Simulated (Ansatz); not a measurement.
A run for Ansatz (a program for electronic structure): U-B97M-V/def2-TZVPP on InO, 2S+1 = 2, a spin state set in the input, which need not be the lowest, a point of a bond scan (R = 1.931 Å). Elements past Kr take the def2 small-core potentials; no spin–orbit coupling.

Ansatz 0.2 input:
```yaml
crystal:
  periodic: [false, false, false]
  atoms:
    - {symbol: O, position_ang: [0.00000000, 0.00000000, 0.00000000]}
    - {symbol: In, position_ang: [0.00000000, 0.00000000, 1.93136600]}
basis:
  gaussian:
    orbitals: def2-TZVPP
    pivot_positions_ang: [[0.00000000, 0.00000000, 0.00000000], [0.00000000, 0.00000000, 1.93136600]]
hamiltonian:
  xc: {name: B97M-V}
magnetization: {spin_polarized: true, initial_magnetization: 1}
output: {forces: true, orbitals: {seedname: ./end}}
```

Problem. What total energy does the run end on?

Solution. -265.3202 hartree.

Problem. How many basis functions does it have, and what does it roughly cost on one machine?

Solution. 81 functions; about 18 core-seconds (a rough figure).
